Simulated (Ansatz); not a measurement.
C$_{2}$H$_{6}$BrNSi (`CN(C)[Si]Br`), 11 atoms. Charge 0, multiplicity 1. Correlated methods include outer-core shells of Br, which these sets cover unevenly. Scalar relativity is left out up to krypton. All runs use 4 threads of an Arm Neoverse V2 on a shared host. Correlated methods freeze the cores.

**Question.** Give the basis size and wall time and peak host memory of each of these runs in Ansatz. direct RPA on PBE orbitals/def2-TZVPP energy; RKS ωB97M-V/def2-QZVPP energy; RKS ωB97X-V/def2-TZVPP energy; RKS ωB97M-V/def2-SVP energy; RHF-CCSD(T)/def2-TZVPP energy; RKS BHLYP-D4/def2-TZVPP energy; RHF-MP2/def2-QZVPP energy; RKS PBE0-D4/def2-QZVPP energy; RKS B3LYP-D4/def2-TZVPP energy and forces; RKS PBE0-D4/def2-TZVP relaxation (6 steps); RHF-CCSD(T)/def2-SVP energy; RKS PBE0-D4/def2-SVP energy. (Best estimate.)

**Answer.** Ansatz gave: Other jobs shared the machine, so times are rough.

```
                                level                   job  functions  wall time  peak host memory (GiB)
                 RKS PBE0-D4/def2-SVP                energy        122      1.4 s                    0.29
              RKS BHLYP-D4/def2-TZVPP                energy        267      3.8 s                    0.88
              RKS B3LYP-D4/def2-TZVPP     energy and forces        267      5.5 s                    0.89
                 RKS ωB97M-V/def2-SVP                energy        122      5.5 s                    0.42
direct RPA on PBE orbitals/def2-TZVPP                energy        267      6.5 s                    0.78
               RKS ωB97X-V/def2-TZVPP                energy        267        9 s                       1
                 RHF-CCSD(T)/def2-SVP                energy        122      9.5 s                     0.7
               RKS PBE0-D4/def2-QZVPP                energy        510       12 s                     2.3
               RKS ωB97M-V/def2-QZVPP                energy        510       26 s                     2.7
                RKS PBE0-D4/def2-TZVP  relaxation (6 steps)        214       27 s                    0.67
                   RHF-MP2/def2-QZVPP                energy        510       30 s                     3.8
               RHF-CCSD(T)/def2-TZVPP                energy        267    4.4 min                     6.8
```

B3LYP here is the variant with VWN-RPA as its local correlation; programs differ in this.
